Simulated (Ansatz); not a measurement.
## One step, two centres

1,2-elimination, with the central atom changed down its group and all else kept; in the first member these bonds form or tighten: H–O; these break or loosen: B–O, H–N.

Gas-phase electronic energies, without zero-point energy, by CCSD(T) at an estimated basis limit (MP2 extrapolated from triple and quadruple zeta, plus CCSD(T) − MP2 in triple zeta); Ansatz 0.2.0, def2-TZVPP and QZVPP, frozen cores, on PBE0-D4/def2-TZVP structures. Extrapolation: Hartree–Fock as exp(−7.88 √X), correlation as X^−2.97. All energies, in kcal/mol, count from the reactant; the end structure is reached by relaxing down from the saddle. Brackets give SMILES, or, where every atom is bracketed, only which atoms are joined. Steps whose reference was doubtful or whose search ended elsewhere are left out.

| reactants | products | saddle | end structure | saddle by PBE-D4/TZ |
| --- | --- | --- | --- | --- |
| BNH₃ClO ([NH2][B]([OH])[Cl]) | BNHCl ([NH][B][Cl]) + H₂O, still joined by a dative B–O bond | ? | 66.75 | 64.97 |
| GaNH₃ClO ([NH2][Ga]([OH])[Cl]) | GaNHCl ([NH][Ga][Cl]) + H₂O, still joined by a dative Ga–O bond | 59.35 | 55.31 | 51.74 |

(1) What is the height of the saddle for BNH₃ClO ([NH2][B]([OH])[Cl])? (An estimate is asked for; the value comes from the calculation.)

(2) How do the PBE-D4 saddles lie against the coupled-cluster estimate?

The T1 diagnostic stays at or below 0.017. The filled d shells of Ga are correlated in sets not built for that, so values that involve them are less sure.

For scale, one of the runs: CCSD(T)/def2-TZVPP, 194 basis functions, launched by `ansatz run in.yaml --threads 4 --pin off --events-out ev --progress --plain --max-ram 9574MiB`. The run took 100 s on 4 CPU threads of an Intel Xeon (shared host), with 2.2 GiB of host memory at its peak.

## Answers

(1) By the calculation: 70.82 kcal/mol relative to the reactant, the higher of the two.

(2) Both lower, by 5.86 to 7.61 kcal/mol.
